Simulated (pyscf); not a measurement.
**H₃C–CH₂–AlH–NH₂, singlet**

Gas-phase minimum from PySCF at ωB97X-D3(BJ)/def2-SVP, one conformer. H₃C–CH₂–AlH–NH₂ lies 14.9 kcal/mol over its isomer H₃C–Al(CH₃)–NH₂, and others may lie lower still (electronic energy, ωB97M-D3(BJ)). 

```
C
H 1 1.1053
H 1 1.1073 2 105.00
C 1 1.5385 2 110.35 3 117.71
H 4 1.1032 1 111.58 2 -179.08
H 4 1.1033 5 107.11 1 -123.42
H 4 1.1035 5 106.73 6 -114.25
Al 1 1.9629 2 109.77 3 -115.61
N 8 1.7774 1 120.75 2 16.94
H 9 1.0151 8 125.60 1 -0.67
H 9 1.0151 10 109.58 8 -179.78
H 8 1.5903 9 116.72 10 179.31
```

Properties at ωB97X-D3(BJ)/def2-SVP:

| Quantity | Value |
|---|---|
| Harmonic wavenumbers, unscaled | 32, 136, 181, 245, 368, 476, 506, 540, 597, 666, 746, 843, 933, 963, 1047, 1238, 1253, 1408, 1439, 1483, 1495, 1541, 1942, 3044, 3049, 3098, 3129, 3136, 3618, 3705 cm⁻¹ |
| Zero-point energy | 61.3 kcal/mol |
| Rotational symmetry number | 1 |
| Entropy of this conformer at 298 K and 1 atm, rigid rotor and harmonic oscillator, modes under 100 cm⁻¹ raised to 100 | 332.3 J/(mol K) |
| Dipole moment | 1.34 D |

Single-point totals, which compare only within one level (frozen core for MP2 and CC):

| level | total energy (hartree) |
|---|---|
| ωB97X-D3(BJ)/def2-TZVP | -378.39930 |
| PBE/def2-TZVP | -377.97487 |
| r²SCAN/def2-TZVP | -378.18971 |
| B3LYP-D3(BJ)/def2-TZVP | -378.34888 |
| PBE0-D3(BJ)/def2-TZVP | -378.02566 |
| M06-2X/def2-TZVP | -378.21321 |
| ωB97M-D3(BJ)/def2-TZVP | -378.37751 |
| HF/def2-TZVPP | -376.85742 |
| MP2/def2-TZVPP | -377.51352 |
| CCSD/def2-TZVPP | -377.55768 |
| CCSD(T)/def2-TZVPP | -377.58358 |

The lowest mode is so soft that the shape along it may change with the basis. Soft torsions are taken as harmonic, which can shift the entropy by several J/(mol K). The CCSD(T) − MP2 part came from Ansatz, without density fitting, on the same reference.
